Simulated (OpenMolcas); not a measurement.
**Nb2+: the spin-orbit constant, worked from levels**

* Program: OpenMolcas
* Basis: ANO-R2 [7s5p4d2f1g]
* Scalar Hamiltonian: X2C, finite nucleus
* Active space: 9 electrons in 8 orbitals (RAS1 4p, at most 2 holes; RAS2 4d)
* State averaging: 2S+1 = 4 even, 10 roots; 2S+1 = 2 even, 40 roots
* Spin-orbit coupling: state interaction with AMFI integrals over the reference wave functions, term energies averaged over their components

Methods: RASSCF; MS-RASPT2, IPEA 0.25 Eh, imaginary shift 0.1 Eh (closed shells correlated: 4s). Measured levels: the list in Shadmi, J. Res. Natl. Bur. Stand. 70A, 435 (1966).

**The spin-orbit constant.** For the Hund term ⁴F of d3, E(J) = (A/2) J(J+1) + constant and ζ = 2S·A = 3A. From J = 3/2 to J = 9/2 the energy changes by 10.5 A.

```tsv
Source	E(9/2) - E(3/2)	A	ζ
RASSCF	2056.8	195.9	588
MS-RASPT2	2052.2	195.4	586
measured	1939.0	184.7	554
```

All in cm-1. MS-RASPT2 is off by +5.8 % and RASSCF by +6.1 %. Both methods take the spin-orbit matrix elements from the reference wave functions, so the second can move ζ only through the term energies and any multistate remixing. Second-order mixing with other terms is absorbed into this ζ.

CASPT2 breaks the degeneracy within a term, and the mean is taken; among the terms shown or strongly mixed into the levels shown the widest spread is 1600 cm-1 (4d³ ⁴F, MS-RASPT2). Active for correlation alone: 4p; no level in the range computed is led by a configuration that opens it, so any true level of that kind is missing. Without dynamic correlation excited terms often stand tens of per cent too high (terms of higher spin than the ground term too low), and those without a measured partner can miss by more than the paired ones (holds for RASSCF). Computed and measured levels are paired by configuration, term and J; levels that our copy of the source lacks, or whose pairing is in doubt (as where it misses far off the trend of its configuration), stay unpaired and out of the deviations. Only configurations of the active space appear.
